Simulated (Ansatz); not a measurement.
Species: WO2Cl, net charge 0, doublet state. SMILES of the parent species: [O]=[W](=[O])[Cl]

Atoms: W1, O2, O3, Cl4. Bonds: W1-O2, W1-O3, W1-Cl4.

Bond lengths (Å) and angles (degrees) optimised at PBE/6-31G* with LANL2DZ past Ar with Ansatz (a quantum-chemistry and plane-wave program); B3LYP/LANL2DZ with Ansatz; B3LYP/6-31G* with LANL2DZ past Ar with Ansatz; MP2/6-31G* with LANL2DZ past Ar with Ansatz, each started from the B3LYP-D3(BJ)/def2-TZVP structure (Ansatz) of the last column. A row stands for all coordinates that are equal there. 6-31G* holds six Cartesian d functions. No wavenumbers were computed at PBE/6-31G* with LANL2DZ past Ar, B3LYP/LANL2DZ, MP2/6-31G* with LANL2DZ past Ar, so these may be saddle points.

```
coordinate  PBE/6-31G* with LANL2DZ past Ar  B3LYP/LANL2DZ  B3LYP/6-31G* with LANL2DZ past Ar  MP2/6-31G* with LANL2DZ past Ar  B3LYP-D3(BJ)/def2-TZVP
----------  -------------------------------  -------------  ---------------------------------  -------------------------------  ----------------------
W1-O2                                 1.715          1.726                              1.707                            1.669                   1.710
W1-Cl4                                2.282          2.340                              2.291                            2.266                   2.286
O2-W1-O3                              109.7          110.2                              110.9                            109.1                   110.8
O2-W1-Cl4                             119.4          122.2                              121.6                            109.6                   120.0
```

Mean signed difference of all 3 bond lengths from B3LYP-D3(BJ)/def2-TZVP: PBE/6-31G* with LANL2DZ past Ar 0.002 Å, B3LYP/LANL2DZ 0.028 Å, B3LYP/6-31G* with LANL2DZ past Ar 0.000 Å, MP2/6-31G* with LANL2DZ past Ar -0.034 Å.
